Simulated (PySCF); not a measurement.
Computed IR spectrum (relative IR intensity) of a molecule C2H6ClFSi. The structure is a stationary point at PBE-D3(BJ)/def2-SVP. The values are those of a single conformer. These are PBE-D3(BJ)/def2-SVP run with PySCF values and carry that method's errors. Frequencies are harmonic and unscaled.

ν (cm⁻¹): 254 (w), 271 (w), 497 (m), 657 (m), 770 (w), 794 (vs), 827 (vs), 901 (vs), 1223 (m), 1226 (w), 1380 (vw), 1384 (w), 3082 (vw) (against the strongest line: vs over 80 %, s over 45 %, m over 15 %, w over 4 %, vw less)

Question: Which molecule gave these data?
A. CC[Si@@H](F)Cl
B. C[Si](C)(F)Cl
C. C[Si@H](Cl)CF
D. F[SiH2]CCCl

Answer: B, C[Si](C)(F)Cl
